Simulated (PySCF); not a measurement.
Compound: C7H12Ge.
Numbering: `[CH2:1]=[C:2]([CH3:3])[GeH:4]1[CH2:5][CH:6]=[CH:7][CH2:8]1` (hydrogens: H9, H10 on C1; H11, H12, H13 on C3; H14 on Ge4; H15, H16 on C5; H17 on C6; H18 on C7; H19, H20 on C8)

Computed by this run: PBE0-D3(BJ)/def2-SVP geometry optimisation, gas phase in PySCF; density fitting, grid level 1; the optimiser is geomeTRIC in internal coordinates, started from a GFN2-xTB structure with every atom displaced at random (about 0.01 Å).

Step 0: E = -63943.7884 eV
```
atom  x, y, z in Å  |  force x, y, z in eV/Å
C1      1.7915   -1.6405   -0.4035   -1.655   1.355   0.811
C2      1.6451   -0.3426   -0.0915   -0.003  -0.325  -0.116
C3      2.7346    0.6480   -0.2985    0.122  -0.433   0.486
Ge4    -0.0023    0.4006    0.6372   -1.261  -0.437  -0.661
C5     -1.1207    1.3785   -0.7256    0.059   0.293   0.997
C6     -2.3122    0.5004   -0.9148    0.514   0.247   0.031
C7     -2.4829   -0.5656   -0.1408   -0.181  -0.309   0.265
C8     -1.4990   -0.8935    0.9391   -0.068   0.608   0.040
H9      0.9609   -2.3094   -0.2416   -0.294  -0.572   0.038
H10     2.6750   -2.0233   -0.8240    1.507  -0.650  -0.690
H11     3.6215    0.1849   -0.7269    0.384  -0.098  -0.200
H12     2.4188    1.4629   -0.9256   -0.255   0.700  -0.660
H13     3.0051    1.1006    0.6566    0.230   0.197   0.360
H14     0.2759    1.2627    1.8526    0.205   0.259   0.370
H15    -0.6075    1.5366   -1.6624    0.458   0.211  -0.650
H16    -1.4421    2.3794   -0.3507    0.255  -0.287  -0.123
H17    -3.0047    0.7640   -1.6993   -0.514   0.028  -0.393
H18    -3.3576   -1.2085   -0.2618   -0.123  -0.095  -0.045
H19    -1.9832   -0.7757    1.9229    0.161   0.115   0.128
H20    -1.2380   -1.9383    0.8797    0.458  -0.806   0.013
```

Step 1: E = -63943.9653 eV
```
atom  x, y, z in Å  |  force x, y, z in eV/Å
C1      1.6938   -1.5980   -0.3363    0.357  -0.116  -0.290
C2      1.5975   -0.2976   -0.0381   -0.004  -0.066   0.051
C3      2.7044    0.6763   -0.3064   -0.024   0.146  -0.063
Ge4    -0.0722    0.4065    0.6864    0.218   0.099   0.039
C5     -1.0479    1.3650   -0.7357   -0.095   0.069  -0.220
C6     -2.2785    0.5170   -0.9048   -0.097   0.119  -0.083
C7     -2.4790   -0.5619   -0.1360   -0.033  -0.049   0.025
C8     -1.4775   -0.9502    0.9140   -0.151  -0.069   0.174
H9      0.8890   -2.3091   -0.1366   -0.049  -0.033   0.012
H10     2.5947   -2.0095   -0.8347   -0.264   0.120   0.231
H11     3.5538    0.2056   -0.8268   -0.012  -0.004   0.005
H12     2.3550    1.5294   -0.9193    0.034  -0.108   0.042
H13     3.0805    1.1135    0.6337    0.005  -0.001   0.018
H14     0.2225    1.2809    1.9410   -0.090  -0.133  -0.166
H15    -0.4799    1.4348   -1.6850    0.014  -0.087   0.182
H16    -1.3100    2.4036   -0.4785   -0.014   0.033   0.104
H17    -3.0258    0.7985   -1.6593    0.071  -0.029   0.020
H18    -3.3821   -1.1708   -0.2608    0.000   0.007  -0.017
H19    -1.9250   -0.9222    1.9239    0.032   0.047  -0.033
H20    -1.1351   -1.9907    0.7805    0.104   0.055  -0.030
```

Step 2: E = -63943.9800 eV
```
atom  x, y, z in Å  |  force x, y, z in eV/Å
C1      1.7120   -1.6045   -0.3439    0.050  -0.024  -0.005
C2      1.6019   -0.3040   -0.0477   -0.028  -0.053  -0.013
C3      2.7095    0.6723   -0.3084    0.008   0.061   0.037
Ge4    -0.0725    0.4038    0.6717    0.112  -0.010  -0.111
C5     -1.0651    1.3721   -0.7336   -0.086   0.077  -0.074
C6     -2.2966    0.5252   -0.9045    0.035   0.002   0.053
C7     -2.4895   -0.5567   -0.1348   -0.024  -0.020   0.001
C8     -1.4827   -0.9448    0.9138   -0.096  -0.022   0.047
H9      0.9049   -2.3192   -0.1575   -0.005  -0.005   0.005
H10     2.6287   -2.0146   -0.7915   -0.051   0.028   0.019
H11     3.5639    0.1997   -0.8181    0.001  -0.004   0.006
H12     2.3649    1.5168   -0.9300    0.004  -0.021  -0.006
H13     3.0756    1.1148    0.6338    0.000   0.006  -0.001
H14     0.2161    1.2654    1.9188   -0.008   0.001   0.016
H15    -0.4906    1.4414   -1.6738    0.019  -0.022   0.029
H16    -1.3233    2.4090   -0.4581    0.013  -0.022   0.045
H17    -3.0408    0.8036   -1.6602    0.014  -0.012  -0.006
H18    -3.3910   -1.1679   -0.2596   -0.003  -0.003  -0.008
H19    -1.9204   -0.9110    1.9264    0.013   0.025  -0.009
H20    -1.1269   -1.9801    0.7786    0.032   0.018  -0.026
```

Problem. Estimate the geometry and energy of step 3. (The exact step hangs on the optimiser's Hessian estimate; all steps are aligned on step 2, rigid shifts and turns removed.)

Solution. E = -63943.9823 eV, largest force 0.115 eV/Å
```
atom  x, y, z in Å  |  force x, y, z in eV/Å
C1      1.7177   -1.6135   -0.3428   -0.017   0.040   0.041
C2      1.6068   -0.3105   -0.0577   -0.052   0.001   0.019
C3      2.7117    0.6740   -0.3064    0.016  -0.045   0.013
Ge4    -0.0674    0.4016    0.6539   -0.003  -0.041  -0.045
C5     -1.0736    1.3789   -0.7353   -0.026  -0.010   0.030
C6     -2.3027    0.5281   -0.8983   -0.052   0.002  -0.038
C7     -2.4979   -0.5578   -0.1342    0.096   0.056   0.028
C8     -1.4839   -0.9430    0.9088   -0.027  -0.021   0.011
H9      0.9086   -2.3264   -0.1548    0.005   0.017  -0.010
H10     2.6351   -2.0264   -0.7769    0.057  -0.025  -0.032
H11     3.5769    0.2037   -0.7995    0.013  -0.001   0.005
H12     2.3702    1.5087   -0.9409   -0.006   0.010  -0.019
H13     3.0603    1.1266    0.6378   -0.013  -0.005  -0.005
H14     0.2231    1.2570    1.9026    0.012   0.027   0.044
H15    -0.5001    1.4508   -1.6742   -0.004   0.008  -0.028
H16    -1.3273    2.4122   -0.4428    0.005  -0.023   0.012
H17    -3.0472    0.8058   -1.6530   -0.015   0.006  -0.025
H18    -3.3996   -1.1689   -0.2594    0.009   0.009  -0.006
H19    -1.9116   -0.9046    1.9247    0.008   0.002   0.009
H20    -1.1211   -1.9751    0.7697   -0.004  -0.006  -0.003
```

The energy changes by -0.0023 eV. The first-order estimate −F·Δx gives -0.0057 eV and the mean of the old and new forces, exact on a quadratic surface, -0.0024 eV. The step makes an angle of 71° with the force vector and moves no atom by more than 0.023 Å.

What follows is the cost of the whole optimisation. On an Intel Xeon at 2.50 GHz with one thread (shared host), this took 8.6 min wall, 7.6 min CPU and 0.86 GiB of memory at its peak.
